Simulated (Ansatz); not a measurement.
System: sum formula H2BO, net charge 0, doublet state. It need not be the lowest isomer of its formula. 
Coordinates optimised at B3LYP-D3(BJ)/def2-TZVP (Ansatz, a first-principles code):
```
B
O 1 1.2808
H 1 1.2095 2 120.31
H 1 1.2095 3 119.38 2 -180.00
```
Charge 0, spin multiplicity 2.

Basis-set convergence of Hartree-Fock and CCSD(T) correlation energies (hartree) with Ansatz. Valence correlation only, unless marked. Open shells are spin-unrestricted. No spin-orbit coupling. Non-relativistic.

```
basis        functions       E(HF)  E(corr, CCSD(T))
-----------  ---------  ----------  ----------------
def2-SVPD           59  -100.62541          -0.28189
def2-TZVPPD        111  -100.74362          -0.33730
def2-QZVPPD        195  -100.74862          -0.35846
```

Extrapolating the two largest sets (X = 3 and 4) as X^-3: E(corr) = (64·(-0.35846) - 27·(-0.33730))/37 = -0.3739 Eh, an estimate of the basis-set limit. The largest set recovers 95.9 % of it, the smallest 75.4 %.
